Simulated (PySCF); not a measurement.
PySCF input for TiF3, SMILES [F][Ti]([F])[F] (connectivity only; charge and spin as stated), neutral, multiplicity 2, TDA-CAM-B3LYP/def2-SVPD. The structure is a stationary point at PBE0-D3(BJ)/def2-SVP. The multiplicity is an assumed one; other spin states were not compared. The isomer is the one that the SMILES or the coordinates give; other isomers of the formula were not compared.

```python
import numpy as np
from pyscf import gto, scf, dft, tdscf

mol = gto.M(
    atom='''
    Ti    0.00000000    0.00000000    0.00000000
    F    -1.75452000    0.00000000    0.00000000
    F     0.87726000    1.51945889    0.00000000
    F     0.87726000   -1.51945889    0.00000000
    ''',
    basis='def2-SVPD',
    charge=0,
    spin=1,
    max_memory=1600,
    verbose=4,
)
mf = dft.UKS(mol, xc='cam-b3lyp').density_fit(auxbasis='def2-universal-jkfit')
mf.grids.level = 3
mf.conv_tol = 1e-9
mf.max_cycle = 100
mf.kernel()
fine, coarse = mf.grids, dft.Grids(mol).set(level=1).build(with_non0tab=True)
for _ in range(3):  # follow internal instabilities
    mf.grids = coarse
    mo, _, stable, _ = mf.stability(return_status=True, nroots=4)
    mf.grids = fine
    if stable:
        break
    mf.kernel(mf.make_rdm1(mo, mf.mo_occ))
mf.grids = dft.Grids(mol).set(level=1).build(with_non0tab=True)  # coarser grid for the response kernel
td = tdscf.TDA(mf)
td.nstates = 10
td.conv_tol = 1e-4
td.kernel(x0=td.get_init_guess(mf, 15))
td.analyze()
```

Output:

```
PySCF version 2.14.0

[INPUT] verbose = 4
[INPUT] num. atoms = 4
[INPUT] num. electrons = 49
[INPUT] charge = 0
[INPUT] spin (= nelec alpha-beta = 2S) = 1
[INPUT] symmetry False subgroup None
[INPUT] Mole.unit = angstrom
[INPUT] Symbol           X                Y                Z      unit          X                Y                Z       unit  Magmom
[INPUT]  1 Ti     0.000000000000   0.000000000000   0.000000000000 AA    0.000000000000   0.000000000000   0.000000000000 Bohr   0.0
[INPUT]  2 F     -1.754520000000   0.000000000000   0.000000000000 AA   -3.315562280072   0.000000000000   0.000000000000 Bohr   0.0
[INPUT]  3 F      0.877260000000   1.519458890000   0.000000000000 AA    1.657781140036   2.871361159636   0.000000000000 Bohr   0.0
[INPUT]  4 F      0.877260000000  -1.519458890000   0.000000000000 AA    1.657781140036  -2.871361159636   0.000000000000 Bohr   0.0

nuclear repulsion = 221.469558927123
number of shells = 39
number of NR pGTOs = 175
number of NR cGTOs = 103
basis = def2-SVPD
ecp = {}


[settings echo left out]
init E= -1148.39050571296
  alpha nocc = 25  HOMO = -0.160663935539391  LUMO = -0.0885586152379517
  beta  nocc = 24  HOMO = -0.594682443814785  LUMO = -0.160663935539392

WARN: HOMO -0.160663935539391 >= LUMO -0.160663935539392

cycle= 1 E= -1148.48229818086  delta_E= -0.0918  |g|= 0.869  |ddm|= 1.81
  alpha nocc = 25  HOMO = -0.385533860447722  LUMO = -0.29691064624284
  beta  nocc = 24  HOMO = -0.385145226904328  LUMO = -0.332493705098641
  HOMO = -0.385145226904  LUMO = -0.332493705099  gap/eV = 1.43272
cycle= 2 E= -1142.95681657375  delta_E= 5.53  |g|=  4.5  |ddm|=  2.6
  alpha nocc = 25  HOMO = -0.318363510460621  LUMO = -0.114615632005369
  beta  nocc = 24  HOMO = -0.465511987422134  LUMO = -0.127781148302034
  HOMO = -0.318363510461  LUMO = -0.127781148302  gap/eV = 5.18601
cycle= 3 E= -1148.77681891017  delta_E= -5.82  |g|= 0.484  |ddm|=  1.7
  alpha nocc = 25  HOMO = -0.345219689570335  LUMO = -0.104234576544058
  beta  nocc = 24  HOMO = -0.520438075314616  LUMO = -0.112710031565499
  HOMO = -0.34521968957  LUMO = -0.112710031565  gap/eV = 6.32691
cycle= 4 E= -1148.85041131922  delta_E= -0.0736  |g|= 0.123  |ddm|= 0.335
  alpha nocc = 25  HOMO = -0.322342394694838  LUMO = -0.0509849879905878
  beta  nocc = 24  HOMO = -0.505148737220044  LUMO = -0.0725324361957655
  HOMO = -0.322342394695  LUMO = -0.0725324361958  gap/eV = 6.79768
cycle= 5 E= -1148.85848479056  delta_E= -0.00807  |g|= 0.0319  |ddm|= 0.103
  alpha nocc = 25  HOMO = -0.326297165601548  LUMO = -0.0356046098305346
  beta  nocc = 24  HOMO = -0.502279000890884  LUMO = -0.0615169646126956
  HOMO = -0.326297165602  LUMO = -0.0615169646127  gap/eV = 7.20504
cycle= 6 E= -1148.85979967163  delta_E= -0.00131  |g|= 0.00972  |ddm|= 0.124
  alpha nocc = 25  HOMO = -0.327464379524013  LUMO = -0.0365265250646095
  beta  nocc = 24  HOMO = -0.50147692968068  LUMO = -0.0624052052783859
  HOMO = -0.327464379524  LUMO = -0.0624052052784  gap/eV = 7.21263
cycle= 7 E= -1148.85988028586  delta_E= -8.06e-05  |g|= 0.00216  |ddm|= 0.0382
  alpha nocc = 25  HOMO = -0.327552905294766  LUMO = -0.0368020523501191
  beta  nocc = 24  HOMO = -0.501343175729669  LUMO = -0.0627796392739355
  HOMO = -0.327552905295  LUMO = -0.0627796392739  gap/eV = 7.20485
cycle= 8 E= -1148.85988496056  delta_E= -4.67e-06  |g|= 0.000645  |ddm|= 0.0135
  alpha nocc = 25  HOMO = -0.327494555229527  LUMO = -0.0365701855621687
  beta  nocc = 24  HOMO = -0.501320149359287  LUMO = -0.0626205552467995
  HOMO = -0.32749455523  LUMO = -0.0626205552468  gap/eV = 7.20759
cycle= 9 E= -1148.85988517688  delta_E= -2.16e-07  |g|= 5.69e-05  |ddm|= 0.000868
  alpha nocc = 25  HOMO = -0.327497511904825  LUMO = -0.036574015941984
  beta  nocc = 24  HOMO = -0.50132890020341  LUMO = -0.0626194339806103
  HOMO = -0.327497511905  LUMO = -0.0626194339806  gap/eV = 7.20770
cycle= 10 E= -1148.85988518155  delta_E= -4.67e-09  |g|= 3.78e-05  |ddm|= 0.000207
  alpha nocc = 25  HOMO = -0.327498726915414  LUMO = -0.0365737904488378
  beta  nocc = 24  HOMO = -0.501329970967809  LUMO = -0.0626192726739152
  HOMO = -0.327498726915  LUMO = -0.0626192726739  gap/eV = 7.20774
cycle= 11 E= -1148.85988518212  delta_E= -5.67e-10  |g|= 1.05e-05  |ddm|= 2.57e-05
  alpha nocc = 25  HOMO = -0.327498220667433  LUMO = -0.0365715237221741
  beta  nocc = 24  HOMO = -0.501331374410061  LUMO = -0.0626171350705502
  HOMO = -0.327498220667  LUMO = -0.0626171350706  gap/eV = 7.20778
Extra cycle  E= -1148.85988518216  delta_E= -4.25e-11  |g|= 1.34e-05  |ddm|= 2.18e-05
converged SCF energy = -1148.85988518216  <S^2> = 0.7516729  2S+1 = 2.0016722
tot grids = 23352
uhf_internal: lowest eigs of H = [0.04404617 0.04407175 0.18787528 0.18801666]
<class 'pyscf.df.df_jk.DFUKS'> wavefunction is stable in the internal stability analysis
tot grids = 23352


******** <class 'pyscf.tdscf.uks.TDA'> for <class 'pyscf.df.df_jk.DFUKS'> ********
nstates = 10
deg_eia_thresh = 1.000e-03
wfnsym = None
conv_tol = 0.0001
eigh lindep = 1e-12
eigh level_shift = 0
eigh max_cycle = 100


Excitation energies (eV)
[0.83654557 0.83662273 2.63165703 2.63272755 5.65957575 6.07982254
 7.44322721 7.44341875 7.50019182 7.50022128]

** Excitation energies and oscillator strengths **
Excited State   1:      0.83655 eV   1482.10 nm  f=0.0000
      25a ->   27a     -0.99419
Excited State   2:      0.83662 eV   1481.96 nm  f=0.0000
      25a ->   26a     -0.99419
Excited State   3:      2.63166 eV    471.13 nm  f=0.0019
      25a ->   28a     -0.99007
Excited State   4:      2.63273 eV    470.93 nm  f=0.0019
      25a ->   29a      0.99007
Excited State   5:      5.65958 eV    219.07 nm  f=0.0000
      25a ->   30a     -0.94532
      25a ->   34a     -0.27355
Excited State   6:      6.07982 eV    203.93 nm  f=0.1581
      25a ->   31a     -0.97508
      25a ->   37a     -0.19441
Excited State   7:      7.44323 eV    166.57 nm  f=0.0095
      25a ->   33a      0.97178
Excited State   8:      7.44342 eV    166.57 nm  f=0.0095
      25a ->   32a      0.97183
Excited State   9:      7.50019 eV    165.31 nm  f=0.0000
      22a ->   26a      0.38117
      23a ->   27a      0.38105
      24a ->   27a     -0.80500
      24b ->   27b      0.16192
Excited State  10:      7.50022 eV    165.31 nm  f=0.0000
      22a ->   27a     -0.38109
      23a ->   26a      0.38132
      24a ->   26a      0.80490
      23b ->   26b     -0.10004
      24b ->   26b     -0.16191

** Transition electric dipole moments (AU) **
state          X           Y           Z        Dip. S.      Osc.
  1        -0.0000      0.0000      0.0000      0.0000      0.0000
  2        -0.0000      0.0000     -0.0000      0.0000      0.0000
  3         0.0000      0.1706     -0.0000      0.0291      0.0019
  4         0.1706     -0.0000     -0.0000      0.0291      0.0019
  5        -0.0000      0.0000      0.0000      0.0000      0.0000
  6         0.0000     -0.0000     -1.0304      1.0617      0.1581
  7        -0.0000      0.2284     -0.0000      0.0522      0.0095
  8         0.2284      0.0000     -0.0000      0.0522      0.0095
  9        -0.0000     -0.0000     -0.0000      0.0000      0.0000
 10         0.0000      0.0000     -0.0000      0.0000      0.0000

** Transition velocity dipole moments (imaginary part, AU) **
state          X           Y           Z        Dip. S.      Osc.
  1        -0.0000      0.0000      0.0000      0.0000      0.0000
  2         0.0000      0.0000      0.0000      0.0000      0.0000
  3         0.0000      0.0038     -0.0000      0.0000      0.0001
  4         0.0038     -0.0000     -0.0000      0.0000      0.0001
  5        -0.0000      0.0000      0.0000      0.0000      0.0000
  6         0.0000     -0.0000     -0.1203      0.0145      0.0432
  7        -0.0000      0.0353      0.0000      0.0012      0.0030
  8         0.0353      0.0000     -0.0000      0.0012      0.0030
  9        -0.0000     -0.0000     -0.0000      0.0000      0.0000
 10         0.0000     -0.0000     -0.0000      0.0000      0.0000

** Transition magnetic dipole moments (imaginary part, AU) **
state          X           Y           Z
  1        -1.4063     -0.0000      0.0000
  2        -0.0000      1.4062     -0.0000
  3         0.0000     -0.0000      0.0000
  4         0.0000      0.0000     -0.0000
  5        -0.0000     -0.0000     -0.0000
  6        -0.0000     -0.0001     -0.0000
  7         0.0000     -0.0000      0.0001
  8        -0.0000     -0.0000      0.0000
  9        -0.0000     -0.3325      0.0000
 10         0.3324     -0.0000     -0.0000
```

The run converged.

Cost: very roughly 2.6 core-minutes.
